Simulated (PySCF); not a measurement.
Isomers of C8H16NP, from PBE0-D3(BJ)/def2-SVP geometry optimisation, gas phase (PySCF). One conformer each, no zero-point energy, no frequencies.

Question: Which is lower in electronic energy at this level?
A. `[CH2:1]=[CH:2][P:3]([CH:4]=[CH2:5])[NH:6][C:7]([CH3:8])([CH3:9])[CH3:10]` with C1–C2–P3–C4 114°, C2–P3–C4–C5 128°, C2–P3–N6–C7 131°: A = 1467, B = 804.4, C = 611.6 MHz, dipole 1.18 D
B. `[CH2:1]=[CH:2][P:3]([CH:4]1[CH2:5][CH2:6]1)[N:7]([CH3:8])[CH2:9][CH3:10]` with C1–C2–P3–C4 -121°, C2–P3–C4–C5 156°, C2–P3–N7–C8 161°, P3–N7–C9–C10 155°: A = 1519, B = 835.4, C = 585.5 MHz, dipole 0.75 D

Answer: A. That is `N(P(C=C)C=C)C(C)(C)C`, 12.0 kcal/mol below the other.

```tsv
SMILES	mapped SMILES	E (Eh)	relative (kcal/mol)	relative (kJ/mol)	dipole (D)
C=CP(C=C)NC(C)(C)C	[CH2:1]=[CH:2][P:3]([CH:4]=[CH2:5])[NH:6][C:7]([CH3:8])([CH3:9])[CH3:10]	-709.61873	0.0	0.0	1.18
C=CP(C1CC1)N(C)CC	[CH2:1]=[CH:2][P:3]([CH:4]1[CH2:5][CH2:6]1)[N:7]([CH3:8])[CH2:9][CH3:10]	-709.59959	12.0	50.3	0.75
```

As drawn, the lower has an N–H bond, which the higher lacks; the higher has a three-membered ring, which the lower lacks.
